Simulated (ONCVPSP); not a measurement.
# What one change does to a pseudopotential (S, ONCV)

- Element: sulfur (S)
- Generator: ONCVPSP 4.0.1
- Type: optimised norm-conserving Vanderbilt (ONCV)
- Functional: PBE
- Relativity: scalar-relativistic
- Frozen core: [Ne]
- Valence charge: 6
- Reference configuration: 3s2 3p2 (charge +2)
- Partial waves: 3s: rc 1.25 bohr, ncon 4, nbas 7, qcut 4.9 1/bohr, 2 projectors, debl 2 Ha; 3p: rc 1.60 bohr, ncon 4, nbas 8, qcut 4.2 1/bohr, 2 projectors, debl 2.5 Ha; d scattering state at 0.1 Ha: rc 1.25 bohr, ncon 4, nbas 7, qcut 8.3 1/bohr, local
- Local potential: the d channel
- Core correction: none

In the d channel the program set the typed energies aside and used 0.050 Ha.

All-electron outer shells of the reference configuration (PBE, scalar-relativistic, ld1.x):

```
shell  level (eV)  outermost node (bohr)  outermost maximum (bohr)
   2s     -237.44                   0.13                      0.39
   2p     -182.31                      –                      0.33
   3s      -39.40                   0.60                      1.37
   3p      -27.98                   0.57                      1.50
```

Change: s: qcut 6.8; p: qcut 5.9; d: qcut 11.6.

Cutoffs: the cutoffs (Ha) at which the residual kinetic energy of the hardest occupied pseudo-wave falls to 1 and 0.1 mHa per electron; they do not see the model core or the augmentation charge, which bear on the density cutoff. Errors are all-electron minus pseudo energies relative to the spin-unpolarised reference configuration.

Question: What does the change do?

Answer: The potential gets neither clearly harder nor softer (13 Ha and 43 Ha → 13 Ha and 45 Ha); a bound ghost appears in s, which as a rule spoils a file; of the 4 tests that both files solve, the error grows in 2 and shrinks in 0 by more than 15 % and 0.3 meV (median size 5.2 → 6.4 meV); the range in which the s phases agree widens (upper end 2.3 → at the end of the scan).

```tsv
quantity	base	changed
cutoff, loose	13 Ha	13 Ha
cutoff, tight	43 Ha	45 Ha
loose cutoff by channel	s 13 Ha, p 6.5 Ha	s 13 Ha, p 10 Ha
bound ghosts	none	s
GHOST(+) flags under 300 eV	s at 70.8 eV	none
error for 3s2 3p4, meV [ΔE -34.05 eV]	+6.4	+7.5
error for 3s2 3p3, meV [ΔE -22.28 eV]	+4.0	+4.5
error for 3s2 3p1, meV [ΔE 34.04 eV]	+7.1	+8.0
error for 3s1 3p5, meV [ΔE -23.74 eV]	+3.8	+5.3
s: phases at 1.27 bohr within 0.05 rad from the reference energy up to (Ha; the scan ends near 5)	2.3	to the end of the scan
p: phases at 1.62 bohr within 0.05 rad from the reference energy up to (Ha; the scan ends near 5)	3.9	3.9
d: phases at 1.27 bohr within 0.05 rad from the reference energy up to (Ha; the scan ends near 5)	4.9	to the end of the scan
```

 A true bound ghost makes a file unfit for plane-wave use even where its test errors are small: the radial tests pick states by their node count and pass the ghost by.
